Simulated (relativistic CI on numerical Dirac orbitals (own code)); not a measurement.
Computed by Dirac-Coulomb-Breit CI, separate exchange-only KLI orbitals for each configuration, QED by a radiative potential, unscaled Slater integrals (own radial code, finite nucleus).

The strongest absorption lines from the ground level of an ion, among the configurations computed and to levels below about 1390 eV (vacuum wavelength in nm, gf): 0.90813 (0.11), 3.2558 (1.6), 3.3172 (0.47), 3.6449 (0.59), 4.4639 (0.24), 4.5869 (0.13), 4.6257 (1), 4.7605 (0.42).

Which ion is it?
A. I34+
B. Pm42+
C. Pm40+
D. Pm44+

B. Pm42+ has 19 electrons and the ground level 3s²3p⁶3d ²D3/2; the strongest line goes to 3s²3p⁵3d² ²D°3/2. The pattern of lines fixes the number of electrons, and along that sequence the line energies rise steadily with the charge (about as its square where n changes within one kind of shell, about linearly where n is kept but much faster in heavy ions where fine structure, which grows about as Z⁴, sets the gap, and irregularly where shells cross), which fixes Z. Configurations outside the model, such as inner-shell arrays, can give stronger lines. At this charge energies of transitions that change n are usually good to better than 1 %, and those within a shell (Δn = 0) to a few per cent.

LS names give the leading component of a level, which can be under half, so a name can repeat, a term be missing and a line seem to break the LS rules.
